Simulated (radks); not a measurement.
All-electron atom: Ta31+ in [Kr] 4d6.

Calculated with a radial shooting solver on a logarithmic mesh with Libxc functionals: non-relativistic Kohn-Sham, LDA (Slater exchange, Perdew-Wang correlation), spin-unpolarised, spherical densities, point nucleus; relativity is left out, which matters for an element this heavy.

Energy parts (eV):
part                      energy
total                 -388966.84
kinetic                388864.46
electron-nucleus      -873643.56
Hartree                102465.13
exchange-correlation    -6652.87

Orbitals (lengths in bohr, moments of r in powers of bohr):
| orbital | occ. | eigenvalue (eV) | <r^4> | <r> |
|---|---|---|---|---|
| 1s | 2 | -63088.15 | 8.371e-07 | 0.02077 |
| 2s | 2 | -11324.84 | 0.0001369 | 0.08779 |
| 2p | 6 | -10899.91 | 0.00008621 | 0.07426 |
| 3s | 2 | -3464.111 | 0.004617 | 0.2216 |
| 3p | 6 | -3270.067 | 0.004107 | 0.2115 |
| 3d | 10 | -2909.413 | 0.002773 | 0.1855 |
| 4s | 2 | -1479.878 | 0.07427 | 0.4541 |
| 4p | 6 | -1396.394 | 0.07568 | 0.4529 |
| 4d | 6 | -1246.482 | 0.07545 | 0.4455 |

The highest occupied level is 4d at -1246.5 eV. For comparison, the ionisation energy in NIST's Atomic Spectra Database is 1262 eV (theoretical). In exact Kohn-Sham theory the highest level is minus the ionisation energy, but local and semilocal functionals leave it too shallow, through self-interaction and a potential that decays too fast; potentials with the right tail come closer. Virial ratio -V/T = 2.00026. The density falls to 0.001 e/bohr^3 at r = 1.20 bohr. The electron density at the nucleus is 2.781e+05 e/bohr^3.

Beside tabulated values, note that spin-unpolarised runs miss the spin-polarisation part of the exchange energy of open shells.
